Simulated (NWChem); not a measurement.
# TlI; SMILES [I][Tl]

```xyz
2

Tl     0.0000     0.0000    -1.1385
I      0.0000     0.0000     1.7283
```
Atoms are numbered in this order, from 1.

Level: PBE0/def2-SVP with def2 effective core potentials on I, Tl (NWChem), optimised geometry, unscaled harmonic frequencies. def2 effective core potentials on I, Tl; no spin-orbit coupling.

| frequency (cm⁻¹) | IR intensity (km/mol) |
|---|---|
| 149 | 24.4 |

```
Quantity                                                                           Result
-----------------------------------------------------------------------  ----------------
zero-point energy                                                            0.2 kcal/mol
thermal correction to the enthalpy at 298.15 K (with zero-point energy)      2.7 kcal/mol
heat capacity Cv                                                          6.9 cal/(mol K)
entropy at 298.15 K and 1 atm (symmetry number 1)                        65.8 cal/(mol K)
```

Rigid rotor and harmonic oscillator.
